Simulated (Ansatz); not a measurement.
The same redistribution along the group B, Al, Ga, In.

Isolated molecules relaxed with PBE0-D4/def2-TZVP in Ansatz; ΔE leaves out vibrations. CCSD(T)/CBS adds triple-zeta CCSD(T) − MP2 to the extrapolated MP2 energy (def2 sets, frozen cores). Functionals use def2-TZVPP. def2 core potentials past Kr. For Ga, Ge, I, In outer-core shells are correlated without core-valence functions, which leaves a few kJ/mol of doubt a bond. Scalar relativity is left out up to krypton.

| reaction | CCSD(T)/CBS(def2) (kJ/mol) |
| --- | --- |
| `FB(F)I` + `N#[C][Ge]([Cl])([Cl])[Cl]` → `N#CB(F)F` + `[Cl][Ge]([Cl])([Cl])[I]` | -59 |
| `[F][Al]([F])[I]` + `N#[C][Ge]([Cl])([Cl])[Cl]` → `N#[C][Al]([F])[F]` + `[Cl][Ge]([Cl])([Cl])[I]` | 8 |
| `[F][Ga]([F])[I]` + `N#[C][Ge]([Cl])([Cl])[Cl]` → `N#[C][Ga]([F])[F]` + `[Cl][Ge]([Cl])([Cl])[I]` | 18 |
| `[F][In]([F])[I]` + `N#[C][Ge]([Cl])([Cl])[Cl]` → `N#[C][In]([F])[F]` + `[Cl][Ge]([Cl])([Cl])[I]` | ? |

(1) Fill in the missing values. (Best estimate.)

Largest T1 diagnostic: 0.017, for `N#[C][In]([F])[F]`.

## Answers

(1) Computed: `[F][In]([F])[I]` + `N#[C][Ge]([Cl])([Cl])[Cl]` → `N#[C][In]([F])[F]` + `[Cl][Ge]([Cl])([Cl])[I]`: +42.6 kJ/mol.
